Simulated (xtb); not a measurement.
Input file for xtb: GFN1-xTB on CH5F (a complex), monomers drawn apart or pushed together.

```
$ xtb mol.xyz --gfn 1 --sp --chrg 0 --uhf 0
7

C     -0.44483365    -0.67094045    -0.35147418
F     -0.20248953     0.62266990     0.09831044
H      0.10371682    -0.82652412    -1.28111512
H     -0.10544192    -1.37532102     0.40875581
H     -1.51571776    -0.78801950    -0.52142529
H      0.60093069     0.33963891     4.58302739
H      0.69128720     0.01341478     5.24651856
```

Q: Give the final energy of this run.

A: -9.9057 hartree.
